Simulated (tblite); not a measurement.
Parent: `[CH3:1][NH:2][SiH2:3][Si:4]([OH:5])([OH:6])[SiH3:7]` with C1–N2–Si3–Si4 176°, N2–Si3–Si4–O5 124°, Si3–Si4–O5–H 132°, Si3–Si4–O6–H 65°, CH11NO2Si3.

The geometries are computed with GFN2-xTB (gas phase). One conformer each, not checked by frequencies here.

```
coordinate of the parent    value
                   C1–N2  1.440 Å
                  N2–Si3  1.722 Å
                 Si3–Si4  2.299 Å
                  Si4–O5  1.636 Å
                  Si4–O6  1.652 Å
                 Si4–Si7  2.324 Å
               C1–N2–Si3   122.0°
              N2–Si3–Si4   104.0°
              Si3–Si4–O5   105.6°
              Si3–Si4–O6   109.5°
             Si3–Si4–Si7   121.1°
               O5–Si4–O6   101.1°
              O5–Si4–Si7   109.2°
              O6–Si4–Si7   108.5°
```

Question: How does the shared frame change in `[CH2:1]=[CH:2][Si@@H:3]([NH:4][CH3:5])[Si:6]([OH:7])([OH:8])[SiH3:9]` with C1–C2–Si3–N4 -128°, C2–Si3–N4–C5 -54°, C2–Si3–Si6–O7 37°, Si3–Si6–O7–H 116°, Si3–Si6–O8–H 61°, C3H13NO2Si3? Atoms pair as C1 = C5, N2 = N4, Si3 = Si3, Si4 = Si6, O5 = O8, O6 = O7, Si7 = Si9 (parent first).

Answer: 
```json
{"parent": "C1–N2", "relative": "C5–N4", "value in the relative": "1.442 Å", "change": "+0.002"}
{"parent": "N2–Si3", "relative": "N4–Si3", "value in the relative": "1.733 Å", "change": "+0.011"}
{"parent": "Si3–Si4", "relative": "Si3–Si6", "value in the relative": "2.307 Å", "change": "+0.008"}
{"parent": "Si4–O5", "relative": "Si6–O8", "value in the relative": "1.652 Å", "change": "+0.016"}
{"parent": "Si4–O6", "relative": "Si6–O7", "value in the relative": "1.637 Å", "change": "-0.015"}
{"parent": "Si4–Si7", "relative": "Si6–Si9", "value in the relative": "2.323 Å", "change": "-0.001"}
{"parent": "C1–N2–Si3", "relative": "C5–N4–Si3", "value in the relative": "122.0°", "change": "0.0"}
{"parent": "N2–Si3–Si4", "relative": "N4–Si3–Si6", "value in the relative": "103.8°", "change": "-0.2"}
{"parent": "Si3–Si4–O5", "relative": "Si3–Si6–O8", "value in the relative": "109.2°", "change": "+3.6"}
{"parent": "Si3–Si4–O6", "relative": "Si3–Si6–O7", "value in the relative": "108.3°", "change": "-1.2"}
{"parent": "Si3–Si4–Si7", "relative": "Si3–Si6–Si9", "value in the relative": "119.7°", "change": "-1.4"}
{"parent": "O5–Si4–O6", "relative": "O8–Si6–O7", "value in the relative": "100.7°", "change": "-0.4"}
{"parent": "O5–Si4–Si7", "relative": "O8–Si6–Si9", "value in the relative": "109.0°", "change": "-0.2"}
{"parent": "O6–Si4–Si7", "relative": "O7–Si6–Si9", "value in the relative": "108.3°", "change": "-0.2"}
```

Of the parent's bonds, Si4–O5 and Si4–O6 change most and about equally (-0.015 to +0.016 Å). Bonds of the relative outside the shared frame: C1=C2 1.325, C2–Si3 1.898 Å.
